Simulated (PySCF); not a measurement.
## Excitation energy of Hf by level of theory

Hf [Xe] 4f14 5d2 6s2 (3F) → Hf [Xe] 4f14 5d3 6s1 (5F), as a difference of total energies. All numbers are calculated (PySCF 2.14, scalar relativity by spin-free X2C-1e, in ANO-RCC-VTZP (8s7p5d3f2g1h, 104 functions)). Correlated levels: valence and next inner shell: [Kr] 4d10 4f14 frozen. The calculations carry no spin-orbit coupling.

| method | excitation energy (eV) |
| --- | --- |
| UHF | 0.922 |
| MP2 (valence and next inner shell) | 1.445 |
| SCS-MP2 (valence and next inner shell) | 1.795 |
| CCSD (valence and next inner shell) | 1.564 |
| CCSD(T) (valence and next inner shell) | 1.659 |

Problem. How much does correlation contribute at CCSD(T) (valence and next inner shell)?

Solution. 1.659 − (0.922) = 0.737 eV, measured against UHF.

A first-order spin-orbit estimate (lowest level to lowest level, LS coupling) adds 0.056 eV.
